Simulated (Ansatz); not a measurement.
Basis sets compared for `C[Si](C)(C)O[Si](C)(C)O[Si](C)(C)O[Si](C)(C)O[Si](C)(C)O[Si](C)(C)O[Si](C)(C)O[Si](C)(C)O[Si](C)(C)O[Si](C)(C)C`. Charge 0, multiplicity 1. Geometry r2SCAN-D4/def2-SVP. Ansatz on 11 threads of AMD EPYC 7R13 on a shared host and a whole NVIDIA H100 80GB HBM3; times are rough, and most runs start from earlier orbitals.

Cartesian coordinates in Å:
```
C 5.042 -5.198 5.965
Si 3.248 -5.192 6.516
C 2.505 -6.906 6.342
C 3.085 -4.566 8.271
O 2.388 -4.131 5.546
Si 2.144 -3.629 3.979
C 3.554 -2.533 3.448
C 1.921 -5.107 2.861
O 0.733 -2.744 3.988
Si -0.497 -2.533 5.111
C -1.116 -4.205 5.664
C 0.120 -1.487 6.521
O -1.715 -1.725 4.327
Si -2.208 -1.442 2.761
C -2.178 -3.052 1.811
C -3.893 -0.659 2.833
O -1.184 -0.353 2.042
Si 0.359 -0.014 1.514
C 1.415 0.539 2.942
C 1.046 -1.498 0.611
O 0.219 1.247 0.443
Si -0.957 1.918 -0.529
C -1.957 0.554 -1.320
C -1.993 3.093 0.473
O -0.164 2.786 -1.709
Si 1.067 2.486 -2.796
C 1.422 4.085 -3.679
C 2.545 1.787 -1.901
O 0.554 1.328 -3.873
Si -0.089 0.937 -5.351
C 0.876 -0.503 -6.029
C -1.908 0.566 -5.146
O 0.104 2.213 -6.407
Si -0.753 3.551 -6.894
C -1.941 3.071 -8.253
C 0.457 4.853 -7.454
O -1.617 4.084 -5.583
Si -2.591 5.176 -4.777
C -1.634 6.770 -4.529
C -4.122 5.492 -5.817
C -3.028 4.394 -3.136
H 5.143 -5.554 4.925
H 5.477 -4.186 6.016
H 5.657 -5.858 6.599
H 1.440 -6.908 6.626
H 2.574 -7.269 5.303
H 3.024 -7.635 6.986
H 3.499 -3.549 8.366
H 3.619 -5.215 8.986
H 2.027 -4.528 8.577
H 4.497 -3.102 3.392
H 3.697 -1.712 4.169
H 3.369 -2.085 2.459
H 2.831 -5.729 2.821
H 1.686 -4.798 1.829
H 1.093 -5.741 3.218
H -0.317 -4.761 6.181
H -1.444 -4.803 4.798
H -1.972 -4.109 6.351
H 0.457 -0.504 6.153
H 0.970 -1.981 7.019
H -0.670 -1.313 7.269
H -2.891 -3.779 2.236
H -2.436 -2.906 0.750
H -1.171 -3.501 1.857
H -4.625 -1.324 3.318
H -4.265 -0.417 1.824
H -3.849 0.277 3.412
H 2.419 0.843 2.605
H 1.523 -0.278 3.672
H 0.949 1.402 3.446
H 1.109 -2.366 1.286
H 2.053 -1.297 0.210
H 0.395 -1.771 -0.236
H -2.448 -0.067 -0.552
H -2.734 0.958 -1.990
H -1.300 -0.094 -1.924
H -2.787 3.558 -0.133
H -2.465 2.555 1.312
H -1.366 3.897 0.892
H 2.203 3.950 -4.445
H 1.757 4.863 -2.974
H 0.509 4.440 -4.182
H 2.862 2.448 -1.079
H 3.396 1.648 -2.587
H 2.290 0.810 -1.462
H 0.481 -0.827 -7.005
H 0.844 -1.363 -5.342
H 1.932 -0.221 -6.168
H -2.369 0.281 -6.106
H -2.430 1.460 -4.768
H -2.076 -0.255 -4.432
H -2.674 2.334 -7.887
H -1.410 2.624 -9.110
H -2.503 3.945 -8.622
H 1.099 4.472 -8.264
H 1.110 5.164 -6.623
H -0.066 5.748 -7.830
H -1.315 7.200 -5.493
H -0.730 6.600 -3.921
H -2.247 7.528 -4.012
H -3.862 5.953 -6.785
H -4.824 6.171 -5.305
H -4.658 4.552 -6.027
H -2.108 4.103 -2.603
H -3.636 3.486 -3.280
H -3.599 5.084 -2.493
```

Single mean-field runs in 6-31G, def2-SVP, def2-TZVP are fitted with def2-universal-jkfit.

Binding counts from free atoms (C triplet, Si triplet, O triplet, H doublet) in the same basis, without a counterpoise term.

```
           level  functions  energy (Eh)  HOMO (eV)  LUMO (eV)  binding per atom (eV)  wall time
       HF/STO-3G        311   -4383.0682      -7.57      11.34                   3.82      4.4 s
        HF/6-31G        541   -4434.6223     -10.57       4.33                   2.93      3.7 s
 PBE-D4/def2-SVP        944   -4445.7682      -6.00       0.02                   4.29        8 s
PBE0-D4/def2-SVP        944   -4446.2811      -7.42       0.82                   4.24      7.5 s
```

(1) Estimate the rows for PBE-D4/def2-TZVP (with forces), PBE0-D4/def2-TZVP.

Results:

(1) 
```csv
level,functions,energy (Eh),HOMO (eV),LUMO (eV),binding per atom (eV),wall time
PBE-D4/def2-TZVP (with forces),1727,-4448.6560,-6.17,-0.42,4.29,18 s
PBE0-D4/def2-TZVP,1727,-4449.1286,-7.53,0.34,4.24,14 s
```
